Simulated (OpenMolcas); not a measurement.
# Mn3+: moving or changing the point charges

Mn3+ among 8 point charges of -1.6 e arranged as a cube (Oh), 1.83 Å from the ion.

- Program: OpenMolcas 26.06
- Method: SS-CASPT2, IPEA 0.25 Eh, imaginary shift 0.1 Eh (closed shells correlated: 3s 3p)
- Basis: ANO-RCC-VTZP [6s5p3d2f1g]
- Scalar Hamiltonian: DKH2, point nucleus
- Active space: 4 electrons in 5 orbitals (3d)
- State averaging: 2S+1 = 5 even, 5 roots; 2S+1 = 3 even, 45 roots; 2S+1 = 1 even, 50 roots
- Spin-orbit coupling: RASSI with atomic mean-field integrals over the reference wave functions

Runs around this geometry, states (labels of O, the rotations of Oh). Energies in cm-1 above the lowest state or level, χT in cm3 K/mol; under a threefold ground state the first gap can be a small split of the lowest multiplet, not the spin-orbit step.

| R (Å) | q (e) | Ground state | First state of that spin | First gap with spin-orbit (degeneracies) | χT at 300 K | First state of another spin |
| --- | --- | --- | --- | --- | --- | --- |
| 1.83 | -0.8 | 5T2 | 5E 2240 | 47 (1, 3) | 2.226 | 3T1 21020 |
| 1.83 | -1.6 | 5T2 | 5E 4270 | 31 (1, 3) | 2.330 | 3T1 19180 |
| 1.98 | -1.6 | 5T2 | 5E 2940 | 39 (1, 3) | 2.279 | 3T1 20580 |

Taking the first state of the same spin as R^-n, n = -ln(2940 / 4270) / ln(1.98 / 1.83) = 4.7 between the shortest and longest distance.

Scaling the charges by -0.8 / -1.6 = 0.50 scales the first state of the same spin by 2240 / 4270 = 0.52; with fixed orbitals a first-order splitting would follow the charge.

Roots that are degenerate in the reference are averaged as groups; the widest CASPT2 spread within a group is 890 cm-1 (the 3-fold group of multiplicity 3 near 54500 cm-1 above the lowest state of its run, R = 1.83, q = -1.6). Shifts and gaps below about the spread of the groups concerned are not significant. An orbital triplet at a regular site is open to Jahn-Teller coupling, which can distort the site and quench the lowest spin-orbit gaps and is left out. The ground term spreads over less than 5000 cm-1, several times less than with real ligands, so orbital moments are less quenched and χT lies further from the spin-only value than at real sites. Free-ion shares, where given, are those of the reference states; single-state CASPT2 does not remix them. Point charges carry no covalency, so the field is a model and not that of real ligands. No measured value stands beside these numbers.
